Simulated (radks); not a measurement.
Results of a calculation; reference values are marked as such.
Question: Radial electron density D(r) = 4 pi r^2 rho(r) of an atom or ion with 50 electrons. Level of theory: Dirac Kohn-Sham, PBE, spin-unpolarised, spherical densities, finite nucleus; Fermi nuclear charge, rms radius of each element as measured or else 0.836 A^(1/3) + 0.57 fm (a radial shooting solver on a logarithmic mesh with Libxc functionals).

r (bohr)  D(r) (e/bohr)
0.001115          2.213
0.001476          3.580
0.001968          5.795
0.002625          9.221
0.003473          14.17
0.004632          21.41
0.006178          31.07
0.008175          42.42
0.0109            54.62
0.01454           64.42
0.01924           68.35
0.02566           65.43
0.03423           59.97
0.04529           61.26
0.0604            73.86
0.08056           86.14
0.1066            80.63
0.1422            64.02
0.1896            63.96
0.2509            72.40
0.3346            55.06
0.4428            28.03
0.5905            24.05
0.7876            25.98
1.042             16.45
1.39              7.176
1.854             3.610
2.453             1.846
3.272            0.5589
4.364           0.08039
5.773          0.004770

What is the nuclear charge?

Answer: Z = 52. The innermost maximum, from 1s, lies near gamma/Z bohr with gamma = sqrt(1 - (Z/c)^2) = 0.925, here 0.0178 bohr (found: 0.0196), and its height grows with Z. The density is that of the tellurium ion Te2+ in [Kr] 4d10 5s2 5p2; the configuration itself is not fixed sharply by these data, and Z only to a few units. D(r) has 4 maxima, at r = 0.0196, 0.0859, 0.249, 0.721 bohr, and minima at 0.0383, 0.164, 0.528 bohr, inside which lie 2.03, 11.22, 28.96 electrons.
